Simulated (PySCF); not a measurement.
## Molecular orbitals of CsCd⁺

PW91 at R = 4.104 Å; Cs def2-SVP with ECP46, Cd def2-SVP with ECP28; scalar-relativistic core potentials (PySCF 2.14). State: ¹Σ⁺ (singlet), closed shell. Only the outer orbitals are listed, counted within each symmetry, core potentials removing the inner ones.

```json
{"orbital": "5σ", "occ.": "2", "ε (eV)": "-15.33", "on Cs (%)": "0", "main shells (%)": "100 Cd d"}
{"orbital": "3π", "occ.": "2", "ε (eV)": "-15.31", "on Cs (%)": "0", "main shells (%)": "100 Cd d"}
{"orbital": "3π", "occ.": "2", "ε (eV)": "-15.31", "on Cs (%)": "0", "main shells (%)": "100 Cd d"}
{"orbital": "1δ", "occ.": "2", "ε (eV)": "-15.28", "on Cs (%)": "0", "main shells (%)": "100 Cd d"}
{"orbital": "1δ", "occ.": "2", "ε (eV)": "-15.28", "on Cs (%)": "0", "main shells (%)": "100 Cd d"}
{"orbital": "6σ", "occ.": "2", "ε (eV)": "-9.36", "on Cs (%)": "3", "main shells (%)": "96 Cd s"}
{"orbital": "7σ", "occ.": "0", "ε (eV)": "-5.65", "on Cs (%)": "79", "main shells (%)": "79 Cs s, 19 Cd p"}
{"orbital": "4π", "occ.": "0", "ε (eV)": "-4.68", "on Cs (%)": "28", "main shells (%)": "72 Cd p, 21 Cs d"}
{"orbital": "4π", "occ.": "0", "ε (eV)": "-4.68", "on Cs (%)": "28", "main shells (%)": "72 Cd p, 21 Cs d"}
```

Task: Which are the highest filled and the lowest empty level, where do they sit, and how wide is the gap?

Result: Highest filled 6σ at -9.36 eV (in %: 96 Cd s); lowest empty 7σ at -5.65 eV (in %: 79 Cs s, 19 Cd p); the gap at PW91 is 3.71 eV.

```json
{
  "bond order (Mayer)": "0.14",
  "⟨S²⟩": "0.000",
  "charge on Cs (Mulliken, basis-dependent)": "0.93",
  "charge on Cs (Löwdin, basis-dependent)": "0.69",
  "dipole moment (positive dipole points towards Cd; it is taken about the centre of mass and depends on that origin)": "-6.98 D"
}
```

Closed-shell solutions of metal pairs were not tested for spin polarisation, which can lower them a little. Spin–orbit coupling is left out.
